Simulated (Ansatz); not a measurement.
SiGe5H14⁻, that is n-GeGeGeGeSiGeH14 with one electron more. The state is a doublet with charge -1. Geometry r2SCAN-D4/def2-SVP, that of the neutral singlet; atoms count from 1.

| atom | x (Å) | y (Å) | z (Å) |
| --- | --- | --- | --- |
| Ge1 | -0.838 | -2.305 | 1.326 |
| Ge2 | 1.390 | -1.359 | 1.286 |
| Ge3 | 2.041 | -0.877 | -0.999 |
| Ge4 | 1.186 | 1.274 | -1.716 |
| Si5 | -1.176 | 1.454 | -1.436 |
| Ge6 | -1.754 | 1.915 | 0.828 |
| H7 | -1.734 | -1.618 | 0.281 |
| H8 | -0.757 | -3.800 | 0.976 |
| H9 | -1.495 | -2.154 | 2.707 |
| H10 | 2.375 | -2.362 | 1.918 |
| H11 | 1.452 | -0.063 | 2.115 |
| H12 | 1.475 | -1.973 | -1.922 |
| H13 | 3.574 | -0.892 | -1.142 |
| H14 | 1.877 | 2.374 | -0.887 |
| H15 | 1.557 | 1.507 | -3.194 |
| H16 | -1.690 | 2.583 | -2.275 |
| H17 | -1.839 | 0.196 | -1.900 |
| H18 | -1.178 | 0.865 | 1.792 |
| H19 | -3.280 | 1.949 | 1.011 |
| H20 | -1.185 | 3.286 | 1.231 |

The highest occupied level of the charge -1 doublet lies above zero (up to 2.06 eV). By energy differences it is unbound by 0.76 eV (vertical, to the charge 0 singlet, at PBE0-D4/def2-TZVP) and held by the finite basis.

**Question.** Estimate the Mulliken populations from the PBE0/def2-TZVP orbitals of Ansatz.

**Answer.** 
| atom | charge (e) | spin (α − β) |
| --- | --- | --- |
| Ge1 | -0.02 | 0.01 |
| Ge2 | -0.08 | 0.11 |
| Ge3 | 0.00 | 0.02 |
| Ge4 | 0.02 | 0.08 |
| Si5 | -0.14 | 0.21 |
| Ge6 | 0.03 | 0.03 |
| H7 | 0.02 | 0.00 |
| H8 | -0.06 | 0.03 |
| H9 | -0.05 | 0.03 |
| H10 | -0.10 | 0.09 |
| H11 | -0.01 | 0.00 |
| H12 | -0.04 | 0.01 |
| H13 | -0.09 | 0.09 |
| H14 | -0.05 | 0.00 |
| H15 | -0.13 | 0.14 |
| H16 | -0.09 | 0.06 |
| H17 | -0.04 | -0.01 |
| H18 | 0.01 | -0.01 |
| H19 | -0.10 | 0.09 |
| H20 | -0.07 | 0.03 |
Mulliken values and Mayer orders depend strongly on the basis.

**Question.** Where does the spin sit?

**Answer.** Summed by element: Ge 0.25, Si 0.21, H 0.54, of 1 unpaired in all. Largest on single atoms: Si5 0.21, H15 0.14, Ge2 0.11.

**Question.** And the Mayer bond orders between bonded heavy atoms (over 0.3)?

**Answer.** Ge1–Ge2 0.93 (2.42 Å); Ge2–Ge3 0.92 (2.42 Å); Ge3–Ge4 0.93 (2.42 Å); Ge4–Si5 1.01 (2.39 Å); Si5–Ge6 0.96 (2.38 Å).
